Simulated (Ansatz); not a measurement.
Two isomers of CH4BrFSn: A = `F[CH2][SnH2][Br]`, B = `[CH3][SnH]([F])[Br]`.

Computed with Ansatz on PBE0-D4/def2-TZVP structures; ΔE is electronic, products minus reactants. CCSD(T)/CBS adds triple-zeta CCSD(T) − MP2 to the extrapolated MP2 energy (def2 sets, frozen cores). Functionals use def2-TZVPP. B3LYP here is the variant with VWN-RPA as its local correlation; programs differ in this. Elements past krypton have def2 core potentials. For Br, Sn outer-core shells are correlated without core-valence functions, which leaves a few kJ/mol of doubt a bond. Scalar relativity is left out up to krypton. Each species was taken in one conformer, which may not be the lowest.

A:

Z-matrix (Å, degrees):
```
C
Sn 1 2.165
F 1 1.380 2 110.1
H 1 1.092 2 109.4 3 -119.7
H 1 1.094 2 110.3 3 120.0
Br 2 2.485 1 106.2 3 86.0
H 2 1.706 1 111.9 3 -158.6
H 2 1.701 1 112.0 3 -30.4
```

B:

Z-matrix (Å, degrees):
```
C
Sn 1 2.115
H 1 1.089 2 108.1
H 1 1.090 2 109.4 3 119.6
H 1 1.089 2 109.8 3 -119.6
F 2 1.920 1 105.6 3 -57.3
Br 2 2.469 1 109.6 3 55.3
H 2 1.700 1 121.8 3 -176.7
```

Question: Which is lower in electronic energy at CCSD(T)/CBS, and by how much? (An estimate is asked.)

Answer: The calculation gave: B, by 191.4 kJ/mol.

Question: Give E(B) − E(A) in kJ/mol with LDA (SPW92), ωB97M-V, r2SCAN-D4, B3LYP, HF/def2-TZVPP, MP2/def2-TZVPP, CCSD/def2-TZVPP. (An estimate is asked.)

Answer: Computed: LDA (SPW92) -166.1, ωB97M-V -180.4, r2SCAN-D4 -185.2, B3LYP -179.1, HF/def2-TZVPP -179.4, MP2/def2-TZVPP -193.1, CCSD/def2-TZVPP -180.3. None reverses the order clearly.

Question: Does the order hold for the free energy at 298.15 K (harmonic terms from PBE0-D4)? (Best estimate.)

Answer: The calculation gave: Yes: G(B) − G(A) = -185.0 kJ/mol, for one conformer each. Modes under 60 cm⁻¹, often nearly free rotors, make the harmonic entropy too high.

Largest T1 diagnostic: 0.011.

At CCSD(T), def2-SVP lies +19.1 kJ/mol from the extrapolated value and def2-TZVPP +10.1 kJ/mol. Leaving LDA and LC-ωPBE aside and taking each functional with its dispersion term where it has one, the values, not all of them listed here, spread over 9.7 kJ/mol, from B2PLYP to PBE-D4. LDA lies +9.7 kJ/mol from PBE without D4.
